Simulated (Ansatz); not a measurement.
Reaction (formal exchange of groups at a B–N bond): `CNB(O)F` + `[SiH3]S` → `OB(F)[SiH2]S` + CH₃NH₂

Program: Ansatz. Geometries: PBE0-D4/def2-TZVP. ΔE: electronic, gas phase. CCSD(T)/CBS is the MP2 limit (def2-TZVPP, def2-QZVPP) plus CCSD(T) − MP2 in def2-TZVPP, frozen cores. Functionals use def2-TZVPP. B3LYP here is the variant with VWN-RPA as its local correlation; programs differ in this. Each species was taken in one conformer, which may not be the lowest.

| level | ΔE (kJ/mol) | difference from CCSD(T)/CBS |
| --- | --- | --- |
| PBE-D4 | 108.1 | -12.6 |
| PBE0-D4 | 116.0 | -4.7 |
| ωB97X-V | 118.8 | -1.9 |
| r2SCAN | 122.1 | 1.4 |
| B3LYP | 123.0 | 2.3 |
| HF/def2-TZVPP | 139.0 | 18.3 |
| CCSD(T)/def2-TZVPP | 121.9 | 1.2 |
| HF/def2-QZVPP | 139.4 | 18.7 |
| MP2/CBS(def2) | 125.1 | 4.4 |
| CCSD/CBS(def2) | 123.6 | 2.9 |
| CCSD(T)/CBS | 120.7 | 0 |

Largest T1 diagnostic among the species: 0.013.

From PBE to PBE0 (25 % exact exchange), in def2-TZVPP and without D4, ΔE moves by +7.9 kJ/mol. In def2-TZVPP, CCSD(T) changes the Hartree–Fock value by −17.1 kJ/mol (the triples alone add −2.9 kJ/mol) and MP2 by −12.8 kJ/mol.

CCSD(T)/CBS has its own doubt, a few kJ/mol and more with outer-core shells, so smaller differences from it don't rank the levels.
